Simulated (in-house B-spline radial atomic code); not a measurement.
Cd⁺. Computed with a B-spline radial atomic code. Model: non-relativistic spherical atom: semilocal Troullier-Martins pseudo-atom, one channel per l, against all electrons, high spin, G0W0 and RPA with empty states to l = 8, local potential for every l without a channel, a model core (radius 0 = none) keeps its share of the functional.

Without relativity these are model numbers for so heavy an element.

What the tables leave out is listed at the end.

The pseudopotential gives back the lowest level of each angular momentum of its own functional in the configuration it was made in; a second state of the same l is only approximately right. Exact exchange, RPA and GW see the smooth pseudo-orbitals and miss the exchange with the core, for which the functional's share stands in. The column with an uncorrelated core keeps all orbitals and exact exchange, and so separates missing core correlation from pseudisation. Only the three outermost levels and the lowest empty one were computed. RPA here is direct RPA, with no exchange kernel, and its energies carry an (l + 1/2)⁻⁴ tail. A hybrid on a potential with a model core restores only its own semilocal share of the core's exchange.

Command:
```bash
python run_psgw.py task.json out
```
Settings (lengths in bohr, energies in hartree):
```
Z                      48
electrons              47
configuration          [Kr] 4d10 5s1
generated_in           [Kr] 4d10 5s1
functional             lda,vwn
core_shells            8
radius_factor          1.15
core_correction        True
ion_configuration      [Kr] 4d10
```

Run time, properties included: 46 s on 1 thread of Intel(R) Xeon(R) Platinum 8488C (Sapphire Rapids), on a shared host.

Given: made with LDA VWN5; model core radius 0.803 bohr; local radius 1.445 bohr; mean-field start LDA VWN5.

Valence shells of the generating configuration: 4d, 5s.

Channel: s 2.645, p 3.299, d 1.118 (radii in bohr).

Computed: largest level miss in the spin-unpolarised generating configuration 0 eV; valence RPA correlation energy all-electron orbitals -0.62772 hartree; valence RPA correlation energy pseudo -0.95785 hartree; pseudo-atom RPA polarisability 19.004 bohr³; ionisation by mean-field pseudo minus all 0.011 eV; ionisation by RPA all-electron 16.626 eV; ionisation by RPA pseudo minus all 0.937 eV.

```json
{"level": "5s up", "occupied": "1", "mean-field all-electron (eV)": "-13.092", "mean-field pseudo minus all (eV)": "0", "G0W0 all-electron (eV)": "-16.754", "G0W0 uncorrelated core minus all (eV)": "0.033", "G0W0 pseudo minus all (eV)": "-0.468", "exchange self-energy all-electron (eV)": "-12.598", "exchange self-energy pseudo (eV)": "-11.404"}
{"level": "4d down", "occupied": "1", "mean-field all-electron (eV)": "-21.26", "mean-field pseudo minus all (eV)": "0.001", "G0W0 all-electron (eV)": "-27.561", "G0W0 uncorrelated core minus all (eV)": "-0.257", "G0W0 pseudo minus all (eV)": "2.743", "exchange self-energy all-electron (eV)": "-39.169", "exchange self-energy pseudo (eV)": "-24.387"}
{"level": "5s down (empty)", "occupied": "0", "mean-field all-electron (eV)": "-12.24", "mean-field pseudo minus all (eV)": "-0.003", "G0W0 all-electron (eV)": "-8.7978", "G0W0 uncorrelated core minus all (eV)": "0.037", "G0W0 pseudo minus all (eV)": "-0.504", "exchange self-energy all-electron (eV)": "-3.5419", "exchange self-energy pseudo (eV)": "-2.3795"}
```

Problem. What is the all-electron RPA polarisability, core included?

Solution. 18.994 bohr³.

Problem. What is the ionisation by mean-field all-electron?

Solution. 16.839 eV.

Given: mean-field start PBE0.

Computed: valence RPA correlation energy all-electron orbitals -0.58852 hartree; pseudo-atom RPA polarisability 17.341 bohr³; ionisation by mean-field all-electron 16.176 eV; ionisation by mean-field pseudo minus all 0.301 eV; ionisation by RPA all-electron 16.487 eV; ionisation by RPA pseudo minus all 0.945 eV.

```
          level  occupied  mean-field all-electron (eV)  mean-field pseudo minus all (eV)  G0W0 all-electron (eV)  G0W0 uncorrelated core minus all (eV)  G0W0 pseudo minus all (eV)  exchange self-energy all-electron (eV)  exchange self-energy pseudo (eV)
          5s up         1                       -13.462                            -0.264                 -16.557                                  0.035                      -0.594                                 -12.213                           -11.362
        4d down         1                       -23.247                             1.268                 -27.847                                 -0.282                       3.379                                 -39.364                           -24.184
5s down (empty)         0                       -10.566                            -0.261                 -8.5672                                  0.039                      -0.579                                 -3.1623                            -2.277
```

Problem. What is the valence RPA correlation energy pseudo?

Solution. -0.92108 hartree.

Problem. What is the all-electron RPA polarisability, core included?

Solution. 17.563 bohr³.

Among the listed levels the largest G0W0 shift of the pseudo-atom is +3.38 eV, for 4d down on the PBE0 start, while leaving the core uncorrelated moves that level by -0.28 eV. So pseudisation and the lost core exchange, not the missing core correlation, make the error. Not in the tables (levels of low weight, unsolved or above zero; the highest and the empty levels are kept at any weight): on LDA the G0W0 levels 4d up (pseudo minus all +2.63 eV, weights 0.74 and 0.77); on PBE0 the G0W0 levels 4d up (pseudo minus all +3.46 eV, weights 0.72 and 0.83); no Hartree-Fock pseudo-atom is run with a model core.
